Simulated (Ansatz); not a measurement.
`FCOC(F)CF` → `[CH]F` + `OC(F)CF`  (formal loss of a carbene)

Gas-phase electronic energies from Ansatz, PBE0-D4/def2-TZVP geometries. CCSD(T)/CBS is the MP2 limit (def2-TZVPP, def2-QZVPP) plus CCSD(T) − MP2 in def2-TZVPP, frozen cores. This one scheme is used for every species. Functionals use def2-TZVPP. B3LYP here is the variant with VWN-RPA as its local correlation; programs differ in this. Each species was taken in one conformer, which may not be the lowest.

(1) Is it downhill or uphill in electronic energy at CCSD(T)/CBS, and by how much? (Best estimate.)

(2) What do these levels give: PBE-D4, BLYP-D4, B3LYP-D4, r2SCAN, MP2/def2-QZVPP, CCSD/CBS(def2)? (Estimate.)

(3) What do rigid-rotor, harmonic-oscillator terms from PBE0-D4/def2-TZVP frequencies (298.15 K, 1 bar) make of the CCSD(T)/CBS value? (Estimate.)

Largest T1 diagnostic among the species: 0.018.

Answers

(1) Ansatz gave: Uphill: ΔE = +84.7 kcal/mol.

(2) Ansatz gave: PBE-D4 88.2, BLYP-D4 82.1, B3LYP-D4 85.2, r2SCAN 89.8, MP2/def2-QZVPP 90.1, CCSD/CBS(def2) 84.2 kcal/mol.

(3) The calculation gave: ΔZPE = -5.4 kcal/mol, ΔH = +80.3 kcal/mol, ΔS = 166 J/(mol·K), ΔG = +68.5 kcal/mol.

Leaving LDA and LC-ωPBE aside and taking each functional with its dispersion term where it has one, the values, not all of them listed here, spread over 9.3 kcal/mol, from BLYP-D4 to r2SCAN0-D4. LDA lies +14.0 kcal/mol from PBE without D4. From BLYP to BHLYP (50 % exact exchange), in def2-TZVPP and without D4, ΔE moves by +6.3 kcal/mol.
